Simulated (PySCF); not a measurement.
Sn(H)3(PH2) (H₅PSn), SMILES [SnH3][PH2]. Geometry optimised at PBE-D3(BJ)/def2-TZVP. The def2 effective core potentials stand for the cores of Sn; spin–orbit coupling is left out.

Computed equilibrium geometry at PBE-D3(BJ)/def2-TZVP (PySCF confirms it by a frequency run) as bond lengths and angles, and its point group:
point group Cs.
Atoms: Sn1 P2 H3 H4 H5 H6 H7. Bond lengths (Å): Sn1–P2 2.530, Sn1–H3 1.720, Sn1–H4 1.720, Sn1–H5 1.722, P2–H6 1.433, P2–H7 1.433. Angles (°): P2–Sn1–H3 108.2, P2–Sn1–H4 108.2, P2–Sn1–H5 112.8, H3–Sn1–H4 109.2, H3–Sn1–H5 109.2, H4–Sn1–H5 109.2, Sn1–P2–H6 92.1, Sn1–P2–H7 92.1, H6–P2–H7 92.0.
Charge 0, spin multiplicity 1.
